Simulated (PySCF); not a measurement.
Ge(CF3)2(Me)2, C₄H₆F₆Ge, SMILES [CH3][Ge]([CH3])([C](F)(F)F)[C](F)(F)F (GFN2-xTB optimised geometry):

```
17

C     -1.042     1.787     0.000
Ge    -0.429    -0.095     0.000
C     -1.041    -1.334     1.417
C     -0.905    -0.912    -1.801
F     -0.228    -2.039    -2.058
F     -2.214    -1.229    -1.852
F     -0.678    -0.069    -2.820
C      1.605    -0.095     0.000
F      2.085     0.661     1.007
F      2.128     0.399    -1.131
F      2.116    -1.324     0.170
H     -0.645     2.307    -0.870
H     -2.128     1.832    -0.033
H     -0.699     2.294     0.898
H     -0.776    -0.947     2.398
H     -0.570    -2.307     1.288
H     -2.119    -1.457     1.369
```

Level of theory: CAM-B3LYP/def2-SVP (PySCF 2.14.0).

Q: What are the frontier orbital energies and the dipole moment?

A: HOMO-2 -10.84 eV, HOMO-1 -10.45 eV, HOMO -10.25 eV, LUMO 1.77 eV, LUMO+1 2.28 eV; dipole moment 3.42 D.

On the same geometry PBE/def2-SVP (PySCF) gives HOMO-2 -8.07 eV, HOMO-1 -7.48 eV, HOMO -7.18 eV, LUMO 0.03 eV, LUMO+1 0.39 eV; dipole moment 2.98 D.

Meta-Löwdin charges at CAM-B3LYP/def2-SVP: C1 -0.49, Ge2 0.71, C3 -0.49, C4 0.57, F5 -0.26, F6 -0.27, F7 -0.26, C8 0.57, F9 -0.27, F10 -0.26, F11 -0.26, H12 0.13, H13 0.12, H14 0.12, H15 0.12, H16 0.13, H17 0.12.
